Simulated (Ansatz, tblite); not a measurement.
Cost and result up the ladder for Cr(NH2)2 (CrN₂H₄) (7 atoms). Total charge 0; quintet. Geometry: PBE0-D4/def2-TZVP.

```xyz
7

Cr    0.113    0.277    0.263
N     0.997   -1.214    0.967
H     0.580   -1.922    1.559
H     1.889   -1.573    0.652
N    -0.955    1.318   -0.869
H    -1.963    1.396   -0.822
H    -0.662    1.720   -1.750
```

Ansatz on 2 threads of Intel Xeon Platinum 8375C on a shared host; xTB runs through tblite on one thread. Times are rough, summed over both states, and most runs start from the orbitals of an earlier one. No level here is sound enough to serve as a yardstick. The other state is a quartet, and no other spin of it was run.

The xTB rows come from tblite.

Run but left out: r2SCAN-D4/def2-TZVP, B97M-V/def2-TZVP, PBE0-D4/def2-TZVP, LC-ωPBE/def2-TZVP, B2PLYP/def2-TZVP, PBE-QIDH/def2-TZVP (charge +1 quartet: ⟨S²⟩ 4.14 to 4.49, where a pure state has 3.75).

Raw xTB energies of ions are shifted by several eV, and xTB has no spin-polarisation term.

| level | functions | wall time | vertical IE (eV) | remarks |
| --- | --- | --- | --- | --- |
| GFN1-xTB | 25 | 0.017 s | 13.23 | – |
| GFN2-xTB | 21 | 0.025 s | 11.76 | – |
| PBE-D4/def2-TZVP | 131 | 6.3 s | 7.56 | spin-contaminated (⟨S²⟩ 3.98) (+1 quartet) |
| BLYP-D4/def2-TZVP | 131 | 8 s | 7.46 | spin-contaminated (⟨S²⟩ 3.95) (+1 quartet) |
